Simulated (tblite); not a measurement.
Species: bis(E-2-chloro-1-methyl-1-propenyl) selenoxide, C₈H₁₂Cl₂OSe.
Atom-mapped SMILES: `[CH3:1]/[C:2]([Cl:3])=[C:4](/[CH3:5])[Se:6](=[O:7])/[C:8]([CH3:9])=[C:10](\[CH3:11])[Cl:12]` (hydrogens: H13, H14, H15 on C1; H16, H17, H18 on C5; H19, H20, H21 on C9; H22, H23, H24 on C11)

Geometry (GFN2-xTB, Å), atoms numbered from 1 in this order:
```xyz
24
C8H12Cl2OSe angstrom
C      2.2108   -1.7465   -1.1413
C      2.1594   -0.6476   -0.1378
Cl     3.3975   -0.7749    1.0855
C      1.2976    0.3591   -0.0847
C      1.2925    1.4927    0.8800
Se    -0.1306    0.4880   -1.4391
O     -0.0031    1.9858   -1.9840
C     -1.5805    0.5742   -0.1042
C     -2.1916    1.9164    0.0887
C     -1.9309   -0.5540    0.5020
C     -1.3281   -1.9001    0.3044
Cl    -3.1961   -0.5035    1.6987
H      3.2275   -1.8583   -1.5142
H      1.9161   -2.6937   -0.6899
H      1.5528   -1.5237   -1.9809
H      0.6259    1.2873    1.7185
H      2.2899    1.6829    1.2701
H      0.9379    2.3852    0.3621
H     -3.2623    1.8886   -0.1105
H     -1.7218    2.6178   -0.6023
H     -2.0472    2.2718    1.1087
H     -0.6386   -2.1296    1.1171
H     -0.7850   -1.9350   -0.6368
H     -2.1037   -2.6631    0.2975
```

Calculated harmonic vibrations of the isolated species, GFN2-xTB (tblite), most abundant isotopes, no scaling. The method is semi-empirical: single wavenumbers can be off by several per cent or more. One conformer, not necessarily the lowest.

Harmonic wavenumbers (cm⁻¹): 26.8, 37.1, 59.9, 96.1, 106.4, 132.3, 139.6, 149.0, 152.4, 161.0, 184.3, 199.9, 224.3, 239.9, 241.9, 271.6, 305.2, 325.4, 338.0, 348.4, 361.0, 447.7, 459.0, 565.7, 570.3, 653.6, 661.1, 849.5, 922.0, 929.9, 1002.9, 1005.6, 1038.2, 1044.2, 1059.0, 1067.9, 1113.5, 1122.1, 1127.1, 1132.7, 1390.2, 1392.1, 1395.4, 1398.6, 1439.6, 1446.9, 1448.7, 1454.4, 1459.7, 1461.2, 1462.2, 1464.8, 1680.0, 1692.8, 2988.8, 2997.9, 2998.3, 2999.3, 3000.8, 3002.7, 3004.2, 3012.3, 3027.2, 3032.0, 3032.7, 3035.3.

A = 706.0, B = 374.8, C = 307.2 MHz; mass 273.943 u (most abundant isotopes); point group C1, symmetry number 1.

Problem. What is the zero-point energy?

Solution. ½Σν̃ = 38795 cm⁻¹ = 464.10 kJ/mol.

Problem. Give the ideal-gas entropy at 400 K and 1 bar in the rigid-rotor, harmonic-oscillator model (classical rotation).

Solution. Translation 184.97, rotation 140.26, vibration 314.50: S = 639.7 J/(mol K).

Problem. And Cp and H(400 K) − H(0)?

Solution. Cp = 290.80 J/(mol K), of which vibrations give 257.54 (their classical limit is 66 R = 548.8); H(400 K) − H(0) = 73.90 kJ/mol without the zero-point energy, 60.60 from vibrations.

Problem. Blend soft modes into free rotors: weight 1/[1 + (100 cm⁻¹/ν̃)⁴] for the oscillator and the rest for a rotor with moment μB/(μ + B), μ = h/(8π²ν), B = 10⁻⁴⁴ kg m². What vibrational entropy results?

Solution. 286.90 J/(mol K) in place of 314.50, which changes −T·S at 400 K by +11.04 kJ/mol.

Problem. Which modes carry the vibrational entropy at 400 K?

Solution. 26.8 cm⁻¹: 27.77; 37.1 cm⁻¹: 25.07; 59.9 cm⁻¹: 21.09; 96.1 cm⁻¹: 17.19; 106.4 cm⁻¹: 16.35; 132.3 cm⁻¹: 14.57 J/(mol K); the other 60 give 192.46 together.

Problem. How do the functions run with temperature in this model?

Solution. 
```
 T (K)  S (J/(mol K))  Cp (J/(mol K))  H − H(0) (kJ/mol)  G − H(0) (kJ/mol)  ln q(vib)
   150          420.4           169.5              15.56             -47.49       6.89
   250          520.0           222.6              35.29             -94.71      12.33
298.15          561.2           245.4              46.56            -120.75      14.77
   600          772.0           362.5             139.64            -323.57      28.12
   900          933.5           433.2             259.86            -580.31      39.19
```

q(vib) and H(0) count from the zero-point level.

Hindered rotation and anharmonicity are outside this model. Other conformers, if any are populated, would add a mixing term that is left out. The structure is chiral; the term R ln 2 for an equal mix with its mirror image is left out.
